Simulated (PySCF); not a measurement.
Compound: 4-chlorotetrahydropyran, C5H9ClO.
SMILES with atom numbers: `[Cl:1][CH:2]1[CH2:3][CH2:4][O:5][CH2:6][CH2:7]1` (hydrogens: H8 on C2; H9, H10 on C3; H11, H12 on C4; H13, H14 on C6; H15, H16 on C7)

Computed with PBE0-D3(BJ)/def2-SVP geometry optimisation, gas phase in PySCF 2.14.0.

Entries marked ? are missing. Bonds in one row agree within 0.01 Å.

```
    coordinate    value
        Cl1–C2        ?
  C2–C3, C2–C7        ?
  C3–C4, C6–C7        ?
  C4–O5, O5–C6        ?
         C2–H8  1.098 Å
 C3–H9, C7–H16  1.100 Å
C3–H10, C7–H15  1.104 Å
C4–H11, C6–H13  1.100 Å
C4–H12, C6–H14  1.108 Å
     Cl1–C2–C3   109.7°
      C3–C2–C7        ?
      C2–C3–C4        ?
      C3–C4–O5        ?
      C4–O5–C6   112.4°
```

Question: Estimate the withheld lengths and angles.

Answer: 
- Cl1–C2 = 1.814 Å, drawn single (alkyl chlorine to sp3 C–Cl carbon); 0.03 Å above the sum of covalent radii, 1.78 Å.
- C2–C3, C2–C7 = 1.521 Å, drawn single (sp3 C–Cl carbon to ring CH2 carbon); equal to the sum of covalent radii, 1.52 Å.
- C3–C4, C6–C7 = 1.521 Å, drawn single (ring CH2 carbon to sp3 carbon bound to oxygen); equal to the sum of covalent radii, 1.52 Å.
- C4–O5, O5–C6 = 1.404 Å, drawn single (sp3 carbon bound to oxygen to cyclic ether oxygen); 0.02 Å below the sum of covalent radii, 1.42 Å.
- C3–C2–C7 = 110.5°, at the sp3 C–Cl carbon, inside a 6-membered ring; the outer atoms are 2.501 Å apart.
- C2–C3–C4 = 111.0°, at the ring CH2 carbon, inside a 6-membered ring; the outer atoms are 2.508 Å apart.
- C3–C4–O5 = 111.4°, at the sp3 carbon bound to oxygen, inside a 6-membered ring; the outer atoms are 2.418 Å apart.

Radii are Cordero's, carbon taken as 0.76, 0.73 or 0.69 Å for four, three, and two or fewer neighbours.

Whether it is a minimum is left open (no frequencies). The numbers are those of one conformer (Cl1–C2–C3–C4 72°, C2–C3–C4–O5 55°, C3–C4–O5–C6 -61°, C4–O5–C6–C7 61°).

On one thread, Arm Neoverse V1 (aarch64), on a shared host, this took 39 s wall and 0.78 GiB of memory at its peak. These figures are those of the optimisation.
